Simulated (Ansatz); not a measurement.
PBE exchange is replaced step by step with exact exchange (0 % is PBE, 25 % PBE0; no dispersion term), basis def2-SVP, Ansatz. System: Sn₉H₁₅. Charge 0, multiplicity 2. Geometry: PBE-D4/def2-SVP.

Geometry of the doublet:

```xyz
24

Sn    3.130   -0.079    0.444
Sn    0.261    0.609   -3.121
Sn   -0.353   -3.009   -0.354
Sn   -0.419   -0.412    3.370
Sn   -3.316    0.488   -0.105
Sn    1.581   -1.321   -1.553
Sn    1.509    1.326    2.258
Sn   -1.573    2.119   -1.619
Sn   -2.073   -1.580    1.387
H     4.281    0.994   -0.291
H     4.034   -1.284    1.307
H     1.428    1.667   -3.857
H    -0.587   -0.190   -4.410
H     0.458   -4.279    0.512
H    -1.268   -3.788   -1.611
H     0.416   -1.663    4.240
H    -1.375    0.448    4.539
H    -4.451   -0.230   -1.210
H    -4.247    1.500    0.960
H     2.626   -2.277   -2.575
H     2.469    2.072    3.503
H     0.684    2.595    1.409
H    -2.511    3.129   -2.680
H    -0.703    3.166   -0.545
```

In the def2 sets Sn takes a core potential; there is no spin–orbit coupling.

HOMO and LUMO are taken over both spins.

```csv
exact exchange (%),HOMO (eV),LUMO (eV),gap (eV),⟨S²⟩
0,-4.96,-4.37,0.60,0.752
5,-5.13,-4.25,0.87,0.753
10,-5.30,-4.14,1.16,0.753
15,-5.47,-4.02,1.45,0.753
35,-6.17,-3.52,2.65,0.755
50,-6.71,-3.12,3.59,0.756
```

Estimate the row for 25 %.


```
exact exchange (%)  HOMO (eV)  LUMO (eV)  gap (eV)   ⟨S²⟩
                25      -5.82      -3.78      2.04  0.754
```
